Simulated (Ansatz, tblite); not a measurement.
Cost and result up the ladder for AsH2Et (C2H7As) (10 atoms). The state is a singlet with charge 0. Geometry: PBE0-D4/def2-SVP.

Cartesian coordinates in Å:
```
As 0.7632 -0.7121 -1.4266
H 1.9982 0.0881 -1.0160
H 1.4197 -2.0325 -1.0310
C -0.2020 -0.4482 0.2868
C -0.7460 0.9657 0.4150
H 0.4608 -0.6985 1.1277
H -1.0231 -1.1831 0.2897
H -1.3202 1.0872 1.3473
H 0.0641 1.7123 0.4294
H -1.4148 1.2212 -0.4222
```

Ansatz on 4 threads of AMD EPYC 9R45 on a shared host; xTB runs through tblite on one thread. Times are rough, summed over both states, and most runs start from the orbitals of an earlier one. PBE0-D4/def2-TZVP serves as the yardstick here, not as an exact answer. The other state is a triplet.

The xTB rows come from tblite.

xTB has no spin-polarisation term.

```
                          level  functions  vertical triplet (eV)  difference from PBE0-D4/def2-TZVP (eV)
PBE0-D4/def2-TZVP (with forces)        152                   5.35                                    0.00
            r2SCAN-D4/def2-TZVP        152                   5.32                                   -0.03
                       GFN2-xTB         24                   6.23                                    0.88
               PBE-D4/def2-TZVP        152                   5.25                                   -0.10
                       GFN1-xTB         31                   5.90                                    0.55
```

Task: Estimate how long each takes.

Result: GFN2-xTB 0.004 s; GFN1-xTB 0.046 s; PBE-D4/def2-TZVP 1.2 s; PBE0-D4/def2-TZVP (with forces) 2.9 s; r2SCAN-D4/def2-TZVP 3.6 s. On shared hardware such times vary by a factor of up to 3.
